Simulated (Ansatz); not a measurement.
`O=C[SiH2][CH2][InH2]`. Charge 0, multiplicity 1. Correlated methods include outer-core shells of In, which these sets cover unevenly. In takes the def2 core potential.

```xyz
12

O    -2.716   -0.300    1.326
C    -2.100   -1.173    0.769
Si   -0.376   -0.870   -0.043
C     0.183    0.879    0.141
In    2.114    1.276   -0.746
H    -2.540   -2.201    0.717
H     0.560   -1.840    0.598
H    -0.511   -1.281   -1.471
H     0.233    1.121    1.206
H    -0.557    1.535   -0.327
H     3.528    1.062    0.218
H     2.182    1.793   -2.389
```

(1) Give the diagnostics of a CCSD(T)/def2-TZVPP run (frozen core, Ansatz). (Estimate.)

Answers

(1) The calculation gave: T1 = 0.0147, largest single amplitude 0.028, largest double 0.061, (T) share of the correlation energy 3.7 %, 11 CCSD cycles. The RHF solution is stable towards an unrestricted one. T1 lies under the customary mark of 0.02 for closed shells.
